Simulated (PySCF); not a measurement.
**Levels of B²⁺ from EOM-EA-GCCSD**

Reference: closed-shell B³⁺, 1s2; one electron is added. Calculated with PySCF 2.14, two-component X2C-1e with screened spin-orbit coupling, an uncontracted even-tempered set (17 s from 0.054 bohr⁻², ratio 2.6; 10 p from 0.071 bohr⁻², ratio 2.6; 7 d from 0.073 bohr⁻², ratio 2.8; 3 f from 6 bohr⁻², ratio 2.8); frozen nothing; the 28 highest virtual spinors dropped; of the others 52 kept and the rest restored at second order. No Breit or QED terms. Binding energies in eV.

```
level  Koopmans  second order  EOM-CCSD
2s1/2    37.825        37.923    37.927
2p1/2    31.765        31.917    31.923
2p3/2    31.758        31.911    31.916
3d3/2    13.603        13.607    13.607
3d5/2    13.602        13.606    13.607
```

Electric-dipole lines between these computed levels:

```csv
lower,upper,ΔE (eV),vacuum wavelength (nm)
2s1/2,2p1/2,6.004,206.5
2s1/2,2p3/2,6.011,206.3
2p1/2,3d3/2,18.316,67.69
2p3/2,3d3/2,18.309,67.72
2p3/2,3d5/2,18.310,67.72
```

Quantum defects δ = n − Z_c √(13.6057 eV / E) with Z_c = 3: 2s1/2 0.203, 2p1/2 0.041, 2p3/2 0.041, 3d3/2 0.000, 3d5/2 0.000.

For comparison, the ionisation energy of B²⁺ is 37.931 eV (measured; NIST Atomic Spectra Database, ionization energies).

Only part of the computed levels is shown.

The screened spin-orbit operator tends to give fine-structure splittings of light species too large.

The highest levels are limited by the diffuse functions of the basis.
